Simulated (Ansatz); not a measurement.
Ansatz (a first-principles code) input file for C₃H₉Ge, SMILES [CH3][Ge]([CH3])[CH3], multiplicity 2, B3LYP-D3(BJ)/def2-SVP. 

Ansatz 0.2 input:
```yaml
crystal:
  periodic: [false, false, false]
  atoms:
    - {symbol: Ge, position_ang: [0.00000000, -0.00000000, 0.41023772]}
    - {symbol: C, position_ang: [-0.61633147, 1.74368822, -0.42982664]}
    - {symbol: C, position_ang: [-1.20191255, -1.40560282, -0.42982664]}
    - {symbol: C, position_ang: [1.81824402, -0.33808539, -0.42982665]}
    - {symbol: H, position_ang: [-0.56156709, 1.62681446, -1.50906404]}
    - {symbol: H, position_ang: [-1.63979225, 1.97582995, -0.15343824]}
    - {symbol: H, position_ang: [0.01926494, 2.57233964, -0.13440682]}
    - {symbol: H, position_ang: [-2.23734394, -1.26948589, -0.13440683]}
    - {symbol: H, position_ang: [-0.89122280, -2.40801672, -0.15343825]}
    - {symbol: H, position_ang: [-1.12807910, -1.29973859, -1.50906405]}
    - {symbol: H, position_ang: [2.21807899, -1.30285374, -0.13440682]}
    - {symbol: H, position_ang: [2.53101506, 0.43218677, -0.15343824]}
    - {symbol: H, position_ang: [1.68964619, -0.32707585, -1.50906405]}
basis:
  gaussian:
    orbitals: def2-SVP
hamiltonian:
  xc: b3lyp
  dispersion: d3bj
magnetization: {spin_polarized: true, initial_magnetization: 1}
relax: {f_tol: 0.002, max_steps: 200}
```

It prints:

```
WARN ansatz: RAYON_NUM_THREADS=2 ignored (pool sized by the plan → 2); use --threads N
Functional definition: B3LYP
integrals: 0.09 GiB planned
1313 factors; integrals over basis functions are off by at most 3.9e-4 eV
mean field: 1.26 GiB planned
mean field evaluation 1: about -59752.7537 eV, gradient 5.5e1 eV
mean field evaluation 2: about -59741.8737 eV, gradient 6.8e1 eV
mean field evaluation 4: about -59767.2935 eV, gradient 2.2e0 eV
mean field evaluation 8: about -59767.3221 eV, gradient 7.6e-2 eV
mean field evaluation 16: about -59767.3221 eV, gradient 3.8e-5 eV
mean field -59767.32210852 eV, -2196.4085757420 hartree, gradient 3.8e-5 eV, S^2 0.750960; 0 other end points of the search recorded, 0 dependent functions left out
the calculation of the forces begins
reference -59767.32235487 eV, -2196.4085847953 hartree; 30, 29 occupied and 89, 90 virtual orbitals, 1313 factors
relax step   1: F+E_penalty+E_count = -59767.77156157 eV  Δ(F+E_penalty+E_count) = +0.000e0 eV  max|allowed force component| = 1.327e0 eV/Å  Δτ_max = 0.0000 Å  (28 SCF iters, accepted)
these checks for a lower state are left out or cut short: starts, cluster_reference, orbital_swaps, neighbouring_geometries, increment
integrals: 0.09 GiB planned
1313 factors; integrals over basis functions are off by at most 4.2e-4 eV
mean field: 1.25 GiB planned
mean field -59767.41518378 eV, -2196.4119961949 hartree, gradient 1.8e-5 eV, S^2 0.750897; 0 other end points of the search recorded, 0 dependent functions left out
the calculation of the forces begins
reference -59767.41543263 eV, -2196.4120053400 hartree; 30, 29 occupied and 89, 90 virtual orbitals, 1313 factors
relax step   2: F+E_penalty+E_count = -59767.85797038 eV  Δ(F+E_penalty+E_count) = -8.641e-2 eV  max|allowed force component| = 5.095e-1 eV/Å  Δτ_max = 0.1489 Å  (29 SCF iters, accepted)
these checks for a lower state are left out or cut short: starts, cluster_reference, orbital_swaps, neighbouring_geometries, increment
integrals: 0.09 GiB planned
1313 factors; integrals over basis functions are off by at most 4.2e-4 eV
mean field: 1.25 GiB planned
mean field -59767.44331330 eV, -2196.4130299356 hartree, gradient 3.0e-5 eV, S^2 0.750902; 0 other end points of the search recorded, 0 dependent functions left out
the calculation of the forces begins
reference -59767.44355982 eV, -2196.4130389951 hartree; 30, 29 occupied and 89, 90 virtual orbitals, 1313 factors
relax step   3: F+E_penalty+E_count = -59767.88891208 eV  Δ(F+E_penalty+E_count) = -3.094e-2 eV  max|allowed force component| = 1.285e-1 eV/Å  Δτ_max = 0.0333 Å  (28 SCF iters, accepted)
these checks for a lower state are left out or cut short: starts, cluster_reference, orbital_swaps, neighbouring_geometries, increment
integrals: 0.09 GiB planned
1313 factors; integrals over basis functions are off by at most 4.2e-4 eV
mean field: 1.26 GiB planned
mean field evaluation 32: about -59767.4433 eV, gradient 4.6e-2 eV
mean field -59767.44335408 eV, -2196.4130314344 hartree, gradient 3.9e-5 eV, S^2 0.750911; 0 other end points of the search recorded, 0 dependent functions left out
the calculation of the forces begins
reference -59767.44360014 eV, -2196.4130404768 hartree; 30, 29 occupied and 89, 90 virtual orbitals, 1313 factors
relax step   4: F+E_penalty+E_count = -59767.88764192 eV  Δ(F+E_penalty+E_count) = +1.270e-3 eV  max|allowed force component| = 2.731e-1 eV/Å  Δτ_max = 0.0304 Å  (27 SCF iters, rejected (line search))
these checks for a lower state are left out or cut short: starts, cluster_reference, orbital_swaps, neighbouring_geometries, increment
integrals: 0.09 GiB planned
1313 factors; integrals over basis functions are off by at most 4.2e-4 eV
mean field: 1.26 GiB planned
mean field -59767.44634890 eV, -2196.4131414920 hartree, gradient 1.6e-5 eV, S^2 0.750906; 0 other end points of the search recorded, 0 dependent functions left out
the calculation of the forces begins
reference -59767.44659523 eV, -2196.4131505445 hartree; 30, 29 occupied and 89, 90 virtual orbitals, 1313 factors
relax step   5: F+E_penalty+E_count = -59767.89137535 eV  Δ(F+E_penalty+E_count) = -2.463e-3 eV  max|allowed force component| = 3.037e-2 eV/Å  Δτ_max = 0.0152 Å  (25 SCF iters, accepted)
these checks for a lower state are left out or cut short: starts, cluster_reference, orbital_swaps, neighbouring_geometries, increment
integrals: 0.09 GiB planned
1313 factors; integrals over basis functions are off by at most 4.2e-4 eV
mean field: 1.26 GiB planned
mean field -59767.44749291 eV, -2196.4131835333 hartree, gradient 2.0e-5 eV, S^2 0.750907; 0 other end points of the search recorded, 0 dependent functions left out
the calculation of the forces begins
reference -59767.44773927 eV, -2196.4131925871 hartree; 30, 29 occupied and 89, 90 virtual orbitals, 1313 factors
relax step   6: F+E_penalty+E_count = -59767.89172582 eV  Δ(F+E_penalty+E_count) = -3.505e-4 eV  max|allowed force component| = 1.095e-2 eV/Å  Δτ_max = 0.0155 Å  (24 SCF iters, accepted)
these checks for a lower state are left out or cut short: starts, cluster_reference, orbital_swaps, neighbouring_geometries, increment
integrals: 0.09 GiB planned
1313 factors; integrals over basis functions are off by at most 4.2e-4 eV
mean field: 1.26 GiB planned
mean field -59767.44757230 eV, -2196.4131864511 hartree, gradient 3.6e-5 eV, S^2 0.750907; 0 other end points of the search recorded, 0 dependent functions left out
the calculation of the forces begins
reference -59767.44781867 eV, -2196.4131955050 hartree; 30, 29 occupied and 89, 90 virtual orbitals, 1313 factors
relax step   7: F+E_penalty+E_count = -59767.89173580 eV  Δ(F+E_penalty+E_count) = -9.980e-6 eV  max|allowed force component| = 2.350e-4 eV/Å  Δτ_max = 0.0021 Å  (21 SCF iters, accepted)
integrals: 0.09 GiB planned
1313 factors; integrals over basis functions are off by at most 4.2e-4 eV
mean field: 1.26 GiB planned
mean field evaluation 64: about -59767.4476 eV, gradient 3.8e-3 eV
mean field -59767.44757230 eV, -2196.4131864511 hartree, gradient 3.6e-5 eV, S^2 0.750907; 1 other end points of the search recorded, 0 dependent functions left out
the calculation of the forces begins
reference -59767.44781867 eV, -2196.4131955050 hartree; 30, 29 occupied and 89, 90 virtual orbitals, 1313 factors
Total energy: -59767.89198217 eV, -2196.4295182124 hartree
Atom 0 at    -0.000005     0.000001     0.243916 Å, force     0.000006    -0.000019     0.000104 eV/Å
Atom 1 at    -0.622131     1.757068    -0.437206 Å, force    -0.000043     0.000081    -0.000200 eV/Å
Atom 2 at    -1.210575    -1.417307    -0.437254 Å, force    -0.000075    -0.000066    -0.000189 eV/Å
Atom 3 at     1.832708    -0.339764    -0.437233 Å, force     0.000102     0.000017    -0.000191 eV/Å
Atom 4 at    -0.613169     1.739996    -1.540927 Å, force    -0.000204     0.000116     0.000111 eV/Å
Atom 5 at    -1.647182     1.969208    -0.098693 Å, force    -0.000114     0.000032     0.000134 eV/Å
Atom 6 at     0.037932     2.567668    -0.094326 Å, force     0.000188     0.000052    -0.000084 eV/Å
Atom 7 at    -2.242627    -1.250973    -0.094442 Å, force    -0.000148     0.000123    -0.000093 eV/Å
Atom 8 at    -0.881782    -2.411103    -0.098746 Å, force     0.000033    -0.000112     0.000136 eV/Å
Atom 9 at    -1.200181    -1.400981    -1.540974 Å, force     0.000005    -0.000235     0.000115 eV/Å
Atom 10 at     2.204749    -1.316625    -0.094235 Å, force    -0.000053    -0.000189    -0.000083 eV/Å
Atom 11 at     2.528925     0.441984    -0.098897 Å, force     0.000101     0.000078     0.000125 eV/Å
Atom 12 at     1.813340    -0.339171    -1.540952 Å, force     0.000202     0.000123     0.000114 eV/Å
Dipole moment:    -0.000000     0.000001    -0.113023 e Å
```

Self-consistency was reached.
